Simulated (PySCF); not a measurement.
Computed IR spectrum (relative IR intensity) of a molecule C₄H₁₀O. Geometry optimised at PBE0-D3(BJ)/def2-SVP. Other conformers were not sampled. Level of theory: PBE0-D3(BJ)/def2-SVP run with PySCF. Harmonic, unscaled wavenumbers; measured fundamentals usually lie a few per cent lower.

Lines under 2 % of the strongest are left out, and lines within 2 cm⁻¹ are merged.

ν (cm⁻¹): 381 (vw), 863 (vw), 1076 (w), 1105 (w), 1125 (vw), 1179 (w), 1197 (m), 1234 (vs), 1330 (m), 1413 (m), 1434 (w), 1451 (vw), 1458 (vw), 1512 (vw), 2977 (m), 2992 (m), 3023 (m), 3060 (w), 3065 (w), 3107 (w), 3156 (w), 3161 (w), 3166 (m) (against the strongest line: vs over 80 %, s over 45 %, m over 15 %, w over 4 %, vw less)

Which structure fits?
(A) CC(C)(C)O
(B) CC[C@H](C)O
(C) CCCCO
(D) CCOCC

D, CCOCC
